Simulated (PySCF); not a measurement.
# C3H13Si3: g tensor and hyperfine couplings

Compound: C3H13Si3 (doublet state).
Structure used (GFN2-xTB), in Å, numbered top down from 1:
```xyz
19
C3H13Si3 angstrom
Si    -2.343    0.582    0.706
C     -1.730    0.061   -0.953
C     -0.475    0.503   -1.557
Si     0.903   -0.836   -1.324
C      1.258   -1.117    0.515
Si     1.882    0.390    1.495
H     -3.792    0.361    0.754
H     -1.745   -0.156    1.837
H     -2.036    2.003    0.920
H     -2.280   -0.678   -1.521
H     -0.123    1.434   -1.115
H     -0.574    0.643   -2.635
H      2.102   -0.360   -2.028
H      0.434   -2.075   -1.961
H      0.352   -1.487    0.994
H      1.995   -1.916    0.603
H      2.091    0.000    2.893
H      0.911    1.482    1.437
H      3.160    0.838    0.933
```

The hyperfine couplings belong to this conformer and change with its torsions.

Identity: `[SiH3][CH]C[SiH2]C[SiH3]` [radical].

Theory: UKS B3LYP, pcH-1 on C H Si, non-relativistic, mean-field spin-orbit, GIAO (PySCF). Geometry: GFN2-xTB, one conformer, isolated molecule. A GFN2-xTB geometry isn't a minimum of the functional, and hyperfine couplings can be far from their values at a DFT geometry. The SCF solution wasn't tested for stability.

```json
{
 "g1, g2, g3": "2.00202, 2.00264, 2.00298",
 "g_iso": "2.00255",
 "Form of g": "rhombic: the two nearest values differ by 36 % of g3 − g1",
 "⟨S²⟩": "0.7537 (exact 0.7500)",
 "α and β electrons": "37, 36",
 "HOMO–LUMO gap, α and β orbitals": "5.85, 6.24 eV",
 "Total energy": "-990.62519 Eh"
}
```

Hyperfine couplings atom by atom, in mT; T1 to T3 are the principal values of the dipolar part; ρ(0) is the spin density at the nucleus (MHz turned into mT with g_iso):

| atom | isotope | a_iso | of which spin–orbit | T1 | T2 | T3 | Mulliken spin population | ρ(0) (bohr⁻³) |
| --- | --- | --- | --- | --- | --- | --- | --- | --- |
| Si1 | 29Si | 1.66 | 0.00 | -0.07 | -0.02 | 0.09 | -0.03 | -0.0525 |
| C2 | 13C | 2.69 | 0.00 | -2.50 | -2.47 | 4.97 | 0.94 | 0.0672 |
| C3 | 13C | -0.89 | 0.00 | -0.19 | -0.03 | 0.22 | -0.06 | -0.0223 |
| Si4 | 29Si | -4.66 | 0.00 | -0.78 | 0.36 | 0.42 | 0.07 | 0.1470 |
| C5 | 13C | -0.06 | 0.00 | -0.02 | 0.00 | 0.02 | 0.00 | -0.0015 |
| Si6 | 29Si | -0.01 | 0.00 | -0.01 | 0.00 | 0.01 | 0.00 | 0.0004 |
| H7 | 1H | 0.50 | 0.00 | -0.12 | -0.09 | 0.21 | 0.01 | 0.0032 |
| H8 | 1H | 3.03 | 0.00 | -0.11 | -0.05 | 0.16 | 0.05 | 0.0190 |
| H9 | 1H | 0.93 | 0.00 | -0.11 | -0.09 | 0.19 | 0.01 | 0.0059 |
| H10 | 1H | -1.89 | 0.00 | -1.19 | -0.01 | 1.20 | -0.04 | -0.0118 |
| H11 | 1H | 0.80 | 0.00 | -0.13 | -0.13 | 0.27 | 0.01 | 0.0050 |
| H12 | 1H | 2.71 | 0.00 | -0.17 | -0.12 | 0.29 | 0.03 | 0.0170 |
| H13 | 1H | 0.95 | 0.00 | -0.08 | -0.04 | 0.11 | 0.02 | 0.0059 |
| H14 | 1H | -0.11 | 0.00 | -0.10 | -0.06 | 0.16 | 0.00 | -0.0007 |
| H15 | 1H | -0.01 | 0.00 | -0.09 | -0.07 | 0.16 | 0.00 | -0.0001 |
| H16 | 1H | 0.03 | 0.00 | -0.04 | -0.02 | 0.06 | 0.00 | 0.0002 |
| H17 | 1H | 0.01 | 0.00 | -0.02 | -0.02 | 0.03 | 0.00 | 0.0000 |
| H18 | 1H | 0.00 | 0.00 | -0.04 | -0.04 | 0.08 | 0.00 | 0.0000 |
| H19 | 1H | 0.01 | 0.00 | -0.02 | -0.02 | 0.04 | 0.00 | 0.0001 |

The largest Mulliken spin populations are on C2 (+0.94) and Si4 (+0.07). No atom but C2 exceeds +0.15. The angles at C2 add up to 359.9°, so it is planar; its axial dipolar tensor and the negative coupling of its proton fit spin in a p orbital normal to that plane.

Under fast tumbling the dipolar parts average out, and these isotropic splittings remain: 1 × 1H (H10, I = 1/2, 2 lines) with 1.89 mT, 2 × 1H (H11/H12, I = 1/2, 3 lines) with 1.76 mT, 3 × 1H (H7/H8/H9, I = 1/2, 4 lines) with 1.49 mT and 2 × 1H (H13/H14, I = 1/2, 3 lines) with 0.42 mT.

Means are taken over nuclei equivalent by connectivity, which assumes that they swap fast. The three 1H nuclei of mean +41.8 MHz run from 14.1 to 85.1 MHz in the frozen geometry. The 1H value of +49.2 MHz is a mean of couplings from 22.4 to 76.0 MHz in this one geometry, not an average over conformers. The 1H value of +11.8 MHz is a mean of couplings from -3.1 to 26.6 MHz in this one geometry, not an average over conformers.

The 13C coupling of C2 (75.5 MHz) shows only in satellite lines or after enrichment, since that isotope makes up about 1.07 % of natural carbon.

The 29Si coupling of Si4 (-130.5 MHz) shows only in satellite lines or after enrichment, since that isotope makes up about 4.7 % of natural silicon.

Hardware: one thread, Arm Neoverse V1 (aarch64), no GPU, shared host. Cost: 2.3 min of wall time (with the writing of density and orbital grids), 1.1 GiB resident at most.
